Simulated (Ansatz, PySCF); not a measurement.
In(CF3)(OH)2 (CH2F3InO2), SMILES F[C]([In]([OH])[OH])(F)F. Atoms are numbered in the order given.

```xyz
9

In     0.2390     0.4795     0.3749
C     -0.6193    -1.1081    -0.9199
F     -1.8343    -1.4862    -0.4801
F      0.1527    -2.2048    -0.9629
F     -0.7727    -0.6735    -2.1873
O      1.2344     0.0019     2.0386
H      1.5375     0.7962     2.5025
O      0.0998     2.4550     0.0611
H     -0.3776     2.6758    -0.7513
```
Charge 0, spin multiplicity 1.

The structure is a stationary point at B3LYP-D3(BJ)/def2-SVP. The def2 effective core potentials stand for the cores of In; spin–orbit coupling is left out. Other conformers were not sampled.

Two levels are set side by side: PBE-D3(BJ)/def2-SVP (Ansatz, a quantum-chemistry and plane-wave program) and B3LYP-D3(BJ)/def2-SVP (Ansatz). Each level has its own optimised geometry; the coordinates shown are those of the second. Frequencies come from the Hessian of PySCF at each geometry. Differences are taken from unrounded values.

```csv
quantity,B3LYP-D3(BJ),PBE-D3(BJ),PBE-D3(BJ) minus B3LYP-D3(BJ)
mean bond length (Å),1.524,1.536,0.011
bond In1–C2 (Å),2.221,2.230,0.009
bond In1–O6 (Å),1.997,2.015,0.018
bond In1–O8 (Å),2.005,2.024,0.019
bond C2–F3 (Å),1.346,1.354,0.008
bond C2–F4 (Å),1.342,1.350,0.008
bond C2–F5 (Å),1.349,1.357,0.008
bond O6–H7 (Å),0.968,0.978,0.009
bond O8–H9 (Å),0.968,0.977,0.009
highest harmonic wavenumber (cm⁻¹),3822,3705,-117
mean harmonic wavenumber (cm⁻¹),820,795,-25
zero-point energy (kcal/mol),24.61,23.85,-0.75
```

GGA bonds tend to be longer and softer than those of functionals with exact exchange. Differences between two approximate levels are no errors against the true value.
